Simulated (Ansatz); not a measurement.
Spectroscopic constants of GeSe, closed-shell singlet (the spin of the measured ground state). No spin–orbit coupling. Ge is treated without relativity. Se is treated without relativity.

D_e counts from the fitted minimum to each atom's lowest state at the same level, without counterpoise. The singlet is restricted.

Correlated levels freeze the inner cores; with def2 sets outer-core shells near the valence are correlated too. CBS(a, b) extrapolates the correlation energy as X⁻³ and adds the Hartree–Fock energy of set b.

Programs: Ansatz (a quantum-chemistry and plane-wave program). Values without a source in brackets are computed.

PBE/def2-TZVPP gives 126.03 kcal/mol for the bond energy D_e.

Q: Predict the shift from PBE, with its sign, for: r2SCAN/def2-TZVPP, PBE0/def2-TZVPP, wB97M-V/def2-TZVPP, B2PLYP/def2-TZVPP, CCSD(T)/CBS(def2-TZVPP, def2-QZVPP).

A: r2SCAN/def2-TZVPP -3.78; PBE0/def2-TZVPP -7.84; wB97M-V/def2-TZVPP -10.30; B2PLYP/def2-TZVPP -6.10; CCSD(T)/CBS(def2-TZVPP, def2-QZVPP) -2.42 kcal/mol. 0 of 5 lie above PBE; the widest gap is to wB97M-V/def2-TZVPP.
